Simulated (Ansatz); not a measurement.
Ansatz (a quantum-chemistry and plane-wave program) input:

Ansatz 0.2 input:
```yaml
crystal:
  periodic: [false, false, false]
  atoms:
    - {symbol: Si, position_ang: [-1.48708850, 0.20960660, -0.03923986]}
    - {symbol: Si, position_ang: [0.72368785, 0.30127861, 0.02673286]}
    - {symbol: H, position_ang: [-2.27713885, -1.04370434, 0.06218579]}
    - {symbol: H, position_ang: [1.56424110, -0.87751839, 0.04050678]}
    - {symbol: H, position_ang: [1.48710994, 1.47665369, -0.07009912]}
basis:
  gaussian:
    orbitals: def2-TZVP
hamiltonian:
  xc: b3lyp
  dispersion: d3bj
total_charge: -1
relax: {f_tol: 0.002, max_steps: 150}
```

Task: Which total energy does the run end on?

Result: -580.82814 Eh (B3LYP-D3(BJ)/def2-TZVP). The basis has 92 functions.

It need not be the lowest isomer of its formula. Whether it binds its extra electron was not tested at this geometry.
